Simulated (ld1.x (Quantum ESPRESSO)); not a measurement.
# Before and after: TM potential for O (Z = 8)

* Element: O (Z = 8)
* Generator: ld1.x (Quantum ESPRESSO) 7.5
* Type: norm-conserving Troullier–Martins (Kleinman–Bylander form)
* Functional: PBEsol
* Relativity: non-relativistic
* Frozen core: [He]
* Valence charge: 6
* Reference configuration: 2s2 2p4
* Partial waves: 2s (bound): rc 0.70 bohr; 2p (bound): rc 1.65 bohr
* Local potential: all-electron potential smoothed inside 0.70 bohr (lloc = -1)
* Core correction: a·sin(br)/r model core inside 0.60 bohr

All-electron outer shells of the reference configuration (PBEsol, non-relativistic, ld1.x):

```
shell  level (eV)  outermost node (bohr)  outermost maximum (bohr)
   2s      -23.76                   0.28                      0.88
   2p       -8.98                      –                      0.82
```

Change: type PAW; waves now 2s (bound): rcut 0.60, rcutus 0.70 bohr; 2s channel at 1.2 Ry: rcut 0.60, rcutus 0.70 bohr; 2p (bound): rcut 1.45, rcutus 1.65 bohr; 2p channel at -0.25 Ry: rcut 1.45, rcutus 1.65 bohr; local potential all-electron potential smoothed inside 0.90 bohr (lloc = -1); augmentation BG, radius 0.65 bohr.

Cutoffs: the cutoffs (Ry, on a coarse ladder) from which the occupation-weighted sum of valence levels, in a spherical-Bessel basis at the reference potential, stays within 10 and 1 mRy of its value at 400 Ry; they do not see the model core or the augmentation charge, which bear on the density cutoff. Errors are all-electron minus pseudo energies relative to the spin-unpolarised reference configuration.

Task: How do hardness, ghosts and transferability respond?

Result: The potential gets softer (80 Ry and 200 Ry → 70 Ry and 90 Ry); the number of tests with a reliable result goes from 7 to 5 (the test run of the changed file stopped, so its transferability is not established); of the 5 tests that both files solve, the error grows in 2 and shrinks in 3 by more than 15 % and 0.3 meV (median size 24.9 → 90.5 meV); the range in which the s phases agree widens (upper end 3.7 → at the end of the scan); the range in which the p phases agree widens (upper end 2.8 → at the end of the scan); neither file shows a bound ghost. Several settings change at once here, so the effects cannot be laid on one of them.

| quantity | base | changed |
| --- | --- | --- |
| cutoff, loose | 80 Ry | 70 Ry |
| cutoff, tight | 200 Ry | 90 Ry |
| loose cutoff by channel (10 mRy a level) | s 70 Ry, p 45 Ry | s 60 Ry, p 25 Ry |
| bound ghosts | none | none |
| tests with a reliable result | 7 of 7 | 5 of 7 (the test run stopped) |
| error for 2s2 2p3, meV [ΔE 16.37 eV] | +25 | +20 |
| error for 2s2 2p2, meV [ΔE 49.85 eV] | +242 | +91 |
| error for 2s2 2p1, meV [ΔE 103.56 eV] | +1034 | +250 |
| error for 2s1 2p5, meV [ΔE 14.80 eV] | +9.2 | +139 |
| error for 2s2 2p3.5, meV [ΔE 6.26 eV] | +3.3 | +4.6 |
| s: phases at 1.80 bohr within 0.05 rad from the reference energy up to (Ry; the scan ends near 5) | 3.7 | to the end of the scan |
| p: phases at 1.80 bohr within 0.05 rad from the reference energy up to (Ry; the scan ends near 5) | 2.8 | to the end of the scan |

Changed file: ld1.x warns that Blöchl-style (BG) augmentation functions are not a good idea.
